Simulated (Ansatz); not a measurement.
`N[AsH][SiH3]`, relaxed with RKS PBE-D4/def2-SVP in the Gaussian-basis code of Ansatz from a rough embedded geometry. The force threshold is 0.03 eV/Å; the program also tests the step.

The species carries charge 0 and has multiplicity 1.

Start:

```xyz
9

N     1.548   -0.219   -0.411
As    0.021    0.484   -1.169
Si   -1.120    0.192    0.821
H     2.002    0.531    0.085
H     2.252   -0.437   -1.225
H    -0.439   -0.914   -1.733
H    -2.614    0.373    0.545
H    -0.722    1.193    1.760
H    -0.929   -1.202    1.327
```

(1) By how much does the energy fall, and how many steps does the optimiser take? (An estimate is asked.)

(2) Which bonds change most? (An estimate is asked.)

(3) Give the relaxed structure. (An estimate is asked.)

## Answers

(1) Computed: 37.36 kJ/mol, in 23 steps, 5 of them rejected.

(2) Ansatz gave: As2–Si3 from 2.312 to 2.387 Å; Si3–H8 from 1.429 to 1.503 Å; N1–H5 from 1.098 to 1.028 Å; N1–As2 from 1.844 to 1.892 Å.

(3) The calculation gave: 
```xyz
9

N     1.706    0.159   -0.344
As    0.076    0.761   -1.090
Si   -1.193    0.103    0.822
H     2.477    0.421   -0.972
H     1.742   -0.862   -0.230
H    -0.407   -0.488   -1.888
H    -2.661    0.106    0.482
H    -0.940    1.077    1.939
H    -0.801   -1.278    1.281
```
